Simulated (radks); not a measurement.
Values are calculated unless marked as measured or tabulated.
Ionisation of Li+, [He], to Li2+, 1s1, under several functionals. Scalar-relativistic Kohn-Sham, spin-polarised, spherical densities, finite nucleus; open shells are filled with parallel spins first; a radial shooting solver on a logarithmic mesh with Libxc functionals.

| functional | E(Li+) (hartree) | Exc (hartree) | IE (eV) | -e(HOMO) (eV) | <r> HOMO (bohr) | IE error (eV) |
|---|---|---|---|---|---|---|
| exchange-only B88 | -7.23255 | -1.63736 | 74.549 | 59.695 | 0.5787 | -1.091 |
| r2SCAN | -7.28244 | -1.69310 | 75.695 | 61.925 | 0.5751 | +0.054 |
| RPBE | -7.28579 | -1.69296 | 75.707 | 60.557 | 0.5780 | +0.067 |
| PBE | -7.25756 | -1.66137 | 75.368 | 60.415 | 0.5789 | -0.272 |
| BP86 | -7.27727 | -1.68446 | 75.887 | 60.567 | 0.5770 | +0.247 |
| SOGGA | -7.18184 | -1.57792 | 74.445 | 59.659 | 0.5815 | -1.195 |

NIST Atomic Spectra Database: 75.640 eV (theoretical). Closest: r2SCAN. The Delta-SCF values span 1.44 eV, the total energies 0.10 hartree. The highest occupied level is 1s.
